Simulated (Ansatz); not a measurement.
C2H9AlGe (`[AlH2][CH2][CH2][GeH3]`), relaxed with RKS PBE0-D4/def2-TZVP in the Gaussian-basis code of Ansatz from a PBE-D4/def2-SVP geometry. The force threshold is 0.005 eV/Å; the program also tests the step.

The species carries charge 0 and has multiplicity 1.

Start:

```xyz
13

Al   -1.022   -2.376    0.292
C    -0.656   -0.510   -0.259
C     0.540    0.191    0.411
Ge    0.875    2.014   -0.286
H    -2.334   -3.126   -0.251
H    -0.006   -3.154    1.264
H    -1.594    0.077   -0.121
H    -0.530   -0.536   -1.369
H     0.394    0.277    1.509
H     1.478   -0.390    0.280
H    -0.393    2.893   -0.083
H     1.172    1.940   -1.811
H     2.077    2.699    0.425
```

By how much does the energy fall, and how many steps does the optimiser take? (An estimate is asked.)

Computed: 0.79 kcal/mol, in 13 steps, 1 of them rejected.

Which bonds change most? (Estimate.)

The calculation gave: C2–H8 from 1.117 to 1.099 Å; Al1–C2 from 1.979 to 1.962 Å; C3–H10 from 1.111 to 1.094 Å; C3–H9 from 1.111 to 1.094 Å.

Give the relaxed structure. (An estimate is asked.)

Computed: 
```xyz
13

Al   -1.026   -2.343    0.305
C    -0.641   -0.511   -0.284
C     0.557    0.171    0.381
Ge    0.859    1.998   -0.272
H    -2.259   -3.137   -0.313
H    -0.107   -3.040    1.401
H    -1.555    0.082   -0.138
H    -0.516   -0.535   -1.376
H     0.432    0.223    1.467
H     1.478   -0.397    0.217
H    -0.393    2.855   -0.002
H     1.102    1.967   -1.794
H     2.071    2.666    0.408
```
